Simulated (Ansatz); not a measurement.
# Molecular dynamics, step by step

AlH₂Cl₃, singlet, HF/cc-pVDZ (Ansatz 0.2.0). Settings (timestep in fs, temperature in K, friction in 1/fs; T counts 18 degrees of freedom, while the starting velocities carry no drift of the centre of mass, so T starts below the set value):

```yaml
hamiltonian: {xc: hf}
md: {n_steps: 30, timestep: 0.5, temperature: 300, ensemble: nvt_langevin, seed: 413, friction: 0.05, initial_velocities: maxwell_boltzmann}
```

Start:

```xyz
6
angstrom
H 0.5334 0.2265 -1.4812
H -0.2063 0.3736 -1.5436
Cl -1.3279 -1.7594 0.3721
Al -0.0723 -0.1299 0.6556
Cl 1.9697 -0.4347 0.8976
Cl -0.8965 1.7239 1.0994
```

| step | time (fs) | potential energy less the start (meV) | kinetic energy (meV) | T (K) |
| --- | --- | --- | --- | --- |
| 0 | 0.00 | 0.0 | 193.9 | 250 |
| 2 | 1.00 | 14.5 | 146.1 | 188 |
| 4 | 2.00 | 22.7 | 151.6 | 195 |
| 6 | 3.00 | 9.3 | 166.5 | 215 |
| 8 | 4.00 | 14.3 | 145.4 | 187 |
| 10 | 5.00 | 33.6 | 125.8 | 162 |
| 12 | 6.00 | 28.0 | 152.0 | 196 |
| 14 | 7.00 | 24.0 | 218.2 | 281 |
| 16 | 8.00 | 36.7 | 200.5 | 259 |
| 18 | 9.00 | 58.7 | 214.3 | 276 |
| 20 | 10.00 | 63.0 | 169.9 | 219 |
| 22 | 11.00 | 60.9 | 177.7 | 229 |
| 24 | 12.00 | 85.4 | 153.1 | 197 |
| 26 | 13.00 | 105.5 | 128.9 | 166 |
| 28 | 14.00 | 87.3 | 146.2 | 189 |
| 30 | 15.00 | 90.5 | 151.4 | 195 |

Step 8, positions (Å) and forces (eV/Å):

```csv
atom,x,y,z,Fx,Fy,Fz
H1,0.536,0.314,-1.490,0.582,-0.098,-0.056
H2,-0.179,0.453,-1.597,-0.562,0.102,-0.115
Cl3,-1.320,-1.751,0.369,-0.466,-0.573,-0.131
Al4,-0.080,-0.121,0.660,0.130,-0.115,0.013
Cl5,1.956,-0.447,0.893,0.644,-0.073,0.089
Cl6,-0.898,1.722,1.100,-0.329,0.756,0.199
```

Step 10, positions (Å) and forces (eV/Å):

```
atom       x       y       z      Fx      Fy      Fz
  H1   0.533   0.330  -1.503   1.322  -0.245   0.053
  H2  -0.167   0.464  -1.595  -1.311   0.249  -0.218
 Cl3  -1.318  -1.747   0.368  -0.523  -0.639  -0.153
 Al4  -0.083  -0.120   0.659   0.203  -0.072   0.037
 Cl5   1.954  -0.451   0.892   0.641  -0.064   0.084
 Cl6  -0.900   1.721   1.102  -0.332   0.771   0.198
```

Step 14, positions (Å) and forces (eV/Å):

```json
{"atom": "H1", "x": "0.554", "y": "0.354", "z": "-1.514", "Fx": "0.258", "Fy": "-0.049", "Fz": "-0.063"}
{"atom": "H2", "x": "-0.175", "y": "0.484", "z": "-1.586", "Fx": "-0.258", "Fy": "0.049", "Fz": "-0.097"}
{"atom": "Cl3", "x": "-1.316", "y": "-1.737", "z": "0.365", "Fx": "-0.676", "Fy": "-0.830", "Fz": "-0.197"}
{"atom": "Al4", "x": "-0.085", "y": "-0.121", "z": "0.658", "Fx": "0.298", "Fy": "0.140", "Fz": "0.065"}
{"atom": "Cl5", "x": "1.947", "y": "-0.459", "z": "0.893", "Fx": "0.693", "Fy": "-0.062", "Fz": "0.093"}
{"atom": "Cl6", "x": "-0.904", "y": "1.720", "z": "1.108", "Fx": "-0.315", "Fy": "0.751", "Fz": "0.198"}
```

Last step (30):

```tsv
atom	x (Å)	y (Å)	z (Å)
H1	0.5196	0.4243	-1.5196
H2	-0.2426	0.4909	-1.5861
Cl3	-1.3028	-1.6993	0.3492
Al4	-0.0894	-0.1152	0.6411
Cl5	1.9292	-0.4925	0.8939
Cl6	-0.9249	1.7119	1.1311
```

Hardware: 4 CPU threads of an Arm Neoverse V2, shared host. Wall time about 14 s.
